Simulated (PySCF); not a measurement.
Species: C6H8ClN2 (charge +1).
SMILES with atom numbers: `[Cl:1][c:2]1[cH:3][n:4]([CH:5]2[CH2:6][CH2:7]2)[cH:8][nH+:9]1`

NICS is the negative of the GIAO shielding at a point without a nucleus: at the ring centre (0) and 1 Å above and below it (1); zz is the component along the ring normal. Level: GIAO PBE0/pcSseg-1 (PySCF, non-relativistic, gas phase) on the GFN2-xTB geometry, one conformer.

Rings: 1. C2–C3–N4–C8–N9; 2. C5–C6–C7.

```
set  NICS(0)  NICS(1), two faces  NICS(1)zz, two faces
  P    -40.9         -8.3 / -6.5         -23.6 / -20.2
  Q    -14.0         -9.9 / -9.9         -25.1 / -25.1
```

**Question.** Which set (ppm) belongs to which ring?

**Answer.** P = 2, Q = 1.
- 1 (5-membered ring with 2 N; formal bonds all aromatic): mean NICS(1)zz -25.1 ppm, shielded. The ring is flat and has no four-coordinate atom; by the NICS criterion it is aromatic.
- 2 (3-membered carbocycle; formal bonds all single): mean NICS(1)zz -21.9 ppm, shielded. C5, C6, C7 have four or more neighbours, and the NICS criterion for π rings isn't applied.

**Question.** How do the rings differ in shape?

**Answer.** 
| ring | bond lengths (Å) | rms pucker (Å) | HOMA | nearest outside atom to a NICS(1) probe (Å) |
| --- | --- | --- | --- | --- |
| 1 | 1.372, 1.366, 1.327, 1.338, 1.368 | 0.00 | 0.94 | hydrogen 2.37 |
| 2 | 1.506, 1.492, 1.506 | 0.00 | – | hydrogen 1.45 |

HOMA = 1 − mean of α(R − Ropt)² over the ring bonds, with Krygowski's 1993 parameters (CC: Ropt 1.388 Å, α 257.7 Å⁻²; CN: Ropt 1.334 Å, α 93.52 Å⁻²). A dash marks a ring with a four-coordinate atom, a triple bond, no multiple bond or a kind of bond without parameters.

Hardware: an Arm Neoverse V2 with one thread, shared host with 96 logical CPUs at a one-minute load of 34. Cost: 30 s of wall time, 0.88 GiB resident at most. This is the whole shielding run at PBE0/pcSseg-1, SCF included.

The values belong to the conformer `[Cl:1][c:2]1[cH:3][n:4]([CH:5]2[CH2:6][CH2:7]2)[cH:8][nH+:9]1`: C3–N4–C5–C6 145°.
